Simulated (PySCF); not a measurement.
CH3S (SMILES C[S-]), charge -1, singlet, geometry from GFN2-xTB; MP2/cc-pVDZ run with PySCF.

Here is a job for PySCF.
```python
from pyscf import gto, scf, mp

mol = gto.M(
    atom='''
C    -0.03158867    1.10849493    0.00618882
S     0.01982142   -0.69556393   -0.00388339
H    -1.06837494    1.46368151   -0.03291479
H     0.43481506    1.50121040    0.91770101
H     0.50594923    1.51316136   -0.85978488
''',
    basis='cc-pvdz',
    charge=-1,
    verbose=4,
)

mf = scf.RHF(mol)
mf.kernel()

pt = mp.MP2(mf, frozen=6)
pt.kernel()
print('E(MP2) = %.10f' % pt.e_tot)
```

What the program printed (banner, timings and long lists left out):

```
PySCF version 2.14.0

[INPUT] verbose = 4
[INPUT] num. atoms = 5
[INPUT] num. electrons = 26
[INPUT] charge = -1
[INPUT] spin (= nelec alpha-beta = 2S) = 0
[INPUT] symmetry False subgroup None
[INPUT] Mole.unit = angstrom
[INPUT] Symbol           X                Y                Z      unit          X                Y                Z       unit  Magmom
[INPUT]  1 C     -0.031588670000   1.108494930000   0.006188820000 AA   -0.059693934939   2.094751828169   0.011695174834 Bohr   0.0
[INPUT]  2 S      0.019821420000  -0.695563930000  -0.003883390000 AA    0.037457055200  -1.314425329826  -0.007338543535 Bohr   0.0
[INPUT]  3 H     -1.068374940000   1.463681510000  -0.032914790000 AA   -2.018936034949   2.765957187490  -0.062199938548 Bohr   0.0
[INPUT]  4 H      0.434815060000   1.501210400000   0.917701010000 AA    0.821681378236   2.836876511349   1.734203573137 Bohr   0.0
[INPUT]  5 H      0.505949230000   1.513161360000  -0.859784880000 AA    0.956105477635   2.859460552674  -1.624757949242 Bohr   0.0

nuclear repulsion = 48.2298325437411
number of shells = 19
number of NR pGTOs = 88
number of NR cGTOs = 47
basis = cc-pvdz
ecp = {}

******** <class 'pyscf.scf.hf.RHF'> ********
method = RHF
initial guess = minao
damping factor = 0
level_shift factor = 0
DIIS = <class 'pyscf.scf.diis.CDIIS'>
diis_start_cycle = 1
diis_space = 8
diis_damp = 0
SCF conv_tol = 1e-09
SCF conv_tol_grad = None
SCF max_cycles = 50
direct_scf = True
direct_scf_tol = 1e-13
Set gradient conv threshold to 3.16228e-05
Initial guess from minao.
init E= -437.042442976117
  HOMO = -0.259865198285866  LUMO = 0.101642541111564  gap/eV = 9.83713
cycle= 1 E= -437.071416713742  delta_E= -0.029  |g|= 0.397  |ddm|= 1.85
  HOMO = 0.0215640400416318  LUMO = 0.351166990135492  gap/eV = 8.96895
cycle= 2 E= -437.121264835764  delta_E= -0.0498  |g|= 0.161  |ddm|= 0.751
  HOMO = -0.0445758203272118  LUMO = 0.370738829922669  gap/eV = 11.30129
cycle= 3 E= -437.128671303269  delta_E= -0.00741  |g|= 0.0299  |ddm|= 0.183
  HOMO = -0.051597582678073  LUMO = 0.370414396012623  gap/eV = 11.48353
cycle= 4 E= -437.129142419707  delta_E= -0.000471  |g|= 0.0123  |ddm|= 0.0516
  HOMO = -0.0501067457005617  LUMO = 0.372168392268598  gap/eV = 11.49069
cycle= 5 E= -437.129216771197  delta_E= -7.44e-05  |g|= 0.00313  |ddm|= 0.0212
  HOMO = -0.0505532783665041  LUMO = 0.372119240751666  gap/eV = 11.50151
cycle= 6 E= -437.129225812775  delta_E= -9.04e-06  |g|= 0.000804  |ddm|= 0.0104
  HOMO = -0.0507031868604424  LUMO = 0.372206492494328  gap/eV = 11.50796
cycle= 7 E= -437.129226350281  delta_E= -5.38e-07  |g|= 0.000126  |ddm|= 0.00289
  HOMO = -0.050724789422627  LUMO = 0.372214657375335  gap/eV = 11.50877
cycle= 8 E= -437.12922636254  delta_E= -1.23e-08  |g|= 2.07e-05  |ddm|= 0.000477
  HOMO = -0.0507226753405099  LUMO = 0.372215376087109  gap/eV = 11.50873
cycle= 9 E= -437.129226362877  delta_E= -3.37e-10  |g|= 3.41e-06  |ddm|= 8.16e-05
  HOMO = -0.0507224440810705  LUMO = 0.372215704085062  gap/eV = 11.50873
Extra cycle  E= -437.129226362881  delta_E= -3.87e-12  |g|= 1.15e-06  |ddm|= 8.57e-06
converged SCF energy = -437.129226362881

******** <class 'pyscf.mp.mp2.RMP2'> ********
nocc = 7, nmo = 41
frozen orbitals 6
E(RMP2) = -437.41156078875  E_corr = -0.282334425869642
E(SCS-RMP2) = -437.410311466403  E_corr = -0.281085103522419
E_corr(same-spin) = -0.0665956240628672
E_corr(oppo-spin) = -0.215738801806775
E(MP2) = -437.4115607888
```
